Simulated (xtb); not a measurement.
xtb input for B(CF3)(F)(H) (CHBF₄), SMILES FC(BF)(F)F, GFN2-xTB. 

```
$ xtb mol.xyz --gfn 2 --sp --chrg 0 --uhf 0 --json
$ cat mol.xyz
7

B      0.92309600     0.46365612     0.79499201
C     -0.07111805    -0.23877618    -0.29651107
F     -1.33790761     0.20982423    -0.29129868
F     -0.14870178    -1.57466031    -0.10558362
F      0.37536230    -0.07405968    -1.56123811
F      0.41684150     1.31839724     1.62141684
H      2.06087880     0.19886314     0.83443846
```

It prints:

```
[banner left out]
          |                Calculation Setup                |
           -------------------------------------------------



           -------------------------------------------------
          |                 G F N 2 - x T B                 |
           -------------------------------------------------

        Reference                      10.1021/acs.jctc.8b01176
      * Hamiltonian:
        H0-scaling (s, p, d)           1.850000    2.230000    2.230000
        zeta-weighting                 0.500000
      * Dispersion:
        s8                             2.700000
        a1                             0.520000
        a2                             5.000000
        s9                             5.000000
      * Repulsion:
        kExp                           1.500000    1.000000
        rExp                           1.000000
      * Coulomb:
        alpha                          2.000000
        third order                    shell-resolved
        anisotropic                    true
        a3                             3.000000
        a5                             4.000000
        cn-shift                       1.200000
        cn-exp                         4.000000
        max-rad                        5.000000


          ...................................................
          :                      SETUP                      :
          :.................................................:
          :  # basis functions                  25          :
          :  # atomic orbitals                  25          :
          :  # shells                           13          :
          :  # electrons                        36          :
          :  max. iterations                   250          :
          :  Hamiltonian                  GFN2-xTB          :
          :  restarted?                      false          :
          :  GBSA solvation                  false          :
          :  PC potential                    false          :
          :  electronic temp.          300.0000000     K    :
          :  accuracy                    1.0000000          :
          :  -> integral cutoff          0.2500000E+02      :
          :  -> integral neglect         0.1000000E-07      :
          :  -> SCF convergence          0.1000000E-05 Eh   :
          :  -> wf. convergence          0.1000000E-03 e    :
          :  Broyden damping             0.4000000          :
          :  net charge                          0          :
          :  unpaired electrons                  0          :
          ...................................................

 iter      E             dE          RMSdq      gap      omega  full diag
   1    -22.8384688 -0.228385E+02  0.935E+00    4.66       0.0  T
   2    -22.9081229 -0.696541E-01  0.568E+00    3.44       1.0  T
   3    -22.9117046 -0.358173E-02  0.208E+00    4.13       1.0  T
   4    -22.9166080 -0.490338E-02  0.678E-01    3.88       1.0  T
   5    -22.9167734 -0.165437E-03  0.369E-01    4.18       1.0  T
   6    -22.9176915 -0.918120E-03  0.113E-01    4.08       1.0  T
   7    -22.9177073 -0.157110E-04  0.687E-02    4.01       1.0  T
   8    -22.9177360 -0.287664E-04  0.277E-02    4.04       1.4  T
   9    -22.9177416 -0.562874E-05  0.520E-03    4.04       7.3  T
  10    -22.9177418 -0.191866E-06  0.130E-03    4.04      29.1  T
  11    -22.9177419 -0.123827E-07  0.119E-04    4.04     317.2  T
  12    -22.9177419 -0.818261E-10  0.908E-06    4.04    4162.1  T

   *** convergence criteria satisfied after 12 iterations ***

         #    Occupation            Energy/Eh            Energy/eV
      -------------------------------------------------------------
         1        2.0000           -0.8849589             -24.0810
       ...           ...                  ...                  ...
        12        2.0000           -0.5534426             -15.0599
        13        2.0000           -0.5527356             -15.0407
        14        2.0000           -0.5411087             -14.7243
        15        2.0000           -0.5405475             -14.7090
        16        2.0000           -0.5383694             -14.6498
        17        2.0000           -0.5377846             -14.6339
        18        2.0000           -0.4804922             -13.0749 (HOMO)
        19                         -0.3322048              -9.0398 (LUMO)
        20                          0.0147397               0.4011
        21                          0.0372644               1.0140
        22                          0.0552866               1.5044
        23                          0.1325604               3.6072
       ...                                ...                  ...
        25                          0.4402799              11.9806
      -------------------------------------------------------------
                  HL-Gap            0.1482874 Eh            4.0351 eV
             Fermi-level           -0.4063485 Eh          -11.0573 eV

 SCC (total)                   0 d,  0 h,  0 min,  0.003 sec
 SCC setup                      ...        0 min,  0.000 sec (  2.322%)
 Dispersion                     ...        0 min,  0.000 sec (  0.839%)
 classical contributions        ...        0 min,  0.000 sec (  0.588%)
 integral evaluation            ...        0 min,  0.000 sec ( 15.157%)
 iterations                     ...        0 min,  0.002 sec ( 50.085%)
 molecular gradient             ...        0 min,  0.001 sec ( 28.441%)
 printout                       ...        0 min,  0.000 sec (  2.403%)

         :::::::::::::::::::::::::::::::::::::::::::::::::::::
         ::                     SUMMARY                     ::
         :::::::::::::::::::::::::::::::::::::::::::::::::::::
         :: total energy             -22.848707356558 Eh    ::
         :: gradient norm              0.000423156649 Eh/a0 ::
         :: HOMO-LUMO gap              4.035106312745 eV    ::
         ::.................................................::
         :: SCC energy               -22.917741277693 Eh    ::
         :: -> isotropic ES            0.068863386265 Eh    ::
         :: -> anisotropic ES          0.002490623907 Eh    ::
         :: -> anisotropic XC         -0.022228576632 Eh    ::
         :: -> dispersion             -0.002686664569 Eh    ::
         :: repulsion energy           0.069033921136 Eh    ::
         :: add. restraining           0.000000000000 Eh    ::
         :: total charge               0.000000000000 e     ::
         :::::::::::::::::::::::::::::::::::::::::::::::::::::

           -------------------------------------------------
          |                Property Printout                |
           -------------------------------------------------

    * Orbital Energies and Occupations

         #    Occupation            Energy/Eh            Energy/eV
      -------------------------------------------------------------
         1        2.0000           -0.8849589             -24.0810
       ...           ...                  ...                  ...
         6        2.0000           -0.6395292             -17.4025
         7        2.0000           -0.6269741             -17.0608
         8        2.0000           -0.6258243             -17.0295
         9        2.0000           -0.6107783             -16.6201
        10        2.0000           -0.5896845             -16.0461
        11        2.0000           -0.5894197             -16.0389
        12        2.0000           -0.5534426             -15.0599
        13        2.0000           -0.5527356             -15.0407
        14        2.0000           -0.5411087             -14.7243
        15        2.0000           -0.5405475             -14.7090
Note: The following floating-point exceptions are signalling: IEEE_DENORMAL
normal termination of xtb
        16        2.0000           -0.5383694             -14.6498
        17        2.0000           -0.5377846             -14.6339
        18        2.0000           -0.4804922             -13.0749 (HOMO)
        19                         -0.3322048              -9.0398 (LUMO)
        20                          0.0147397               0.4011
        21                          0.0372644               1.0140
        22                          0.0552866               1.5044
        23                          0.1325604               3.6072
        24                          0.3059271               8.3247
        25                          0.4402799              11.9806
      -------------------------------------------------------------
                  HL-Gap            0.1482874 Eh            4.0351 eV
             Fermi-level           -0.4063485 Eh          -11.0573 eV

     #   Z          covCN         q      C6AA      α(0)
     1   5 B        2.552     0.383    16.854     7.046
     2   6 C        3.240     0.398    19.615     7.180
     3   9 F        0.789    -0.196    11.196     3.952
     4   9 F        0.789    -0.205    11.287     3.969
     5   9 F        0.789    -0.206    11.295     3.970
     6   9 F        0.722    -0.167    10.912     3.901
     7   1 H        0.939    -0.007     3.185     2.790

 Mol. C6AA /au·bohr⁶  :        547.950524
 Mol. C8AA /au·bohr⁸  :      12070.110372
 Mol. α(0) /au        :         32.808554


Wiberg/Mayer (AO) data.
largest (>0.10) Wiberg bond orders for each atom

 ---------------------------------------------------------------------------
     #   Z sym  total        # sym  WBO       # sym  WBO       # sym  WBO
 ---------------------------------------------------------------------------
     1   5 B    3.196 --     6 F    1.268     7 H    0.968     2 C    0.891
     2   6 C    3.778 --     3 F    0.962     5 F    0.948     4 F    0.947
                             1 B    0.891
     3   9 F    1.081 --     2 C    0.962
     4   9 F    1.072 --     2 C    0.947
     5   9 F    1.071 --     2 C    0.948
     6   9 F    1.322 --     1 B    1.268
     7   1 H    1.000 --     1 B    0.968
 ---------------------------------------------------------------------------

Topologies differ in total number of bonds
Writing topology from bond orders to xtbtopo.mol

molecular dipole:
                 x           y           z       tot (Debye)
 q only:        0.863       0.297       0.584
   full:        0.784       0.357       0.629       2.711
molecular quadrupole (traceless):
                xx          xy          yy          xz          yz          zz
 q only:        2.072       0.475      -1.079       1.098      -1.261      -0.993
  q+dip:        2.532       0.901      -1.482       1.846      -1.086      -1.050
   full:        1.456       1.111      -0.754       1.265      -2.098      -0.702


           -------------------------------------------------
          | TOTAL ENERGY              -22.848707356558 Eh   |
          | GRADIENT NORM               0.000423156649 Eh/α |
          | HOMO-LUMO GAP               4.035106312745 eV   |
           -------------------------------------------------

------------------------------------------------------------------------
------------------------------------------------------------------------
 total:
 SCF:
```

The calculation finished and met its thresholds.
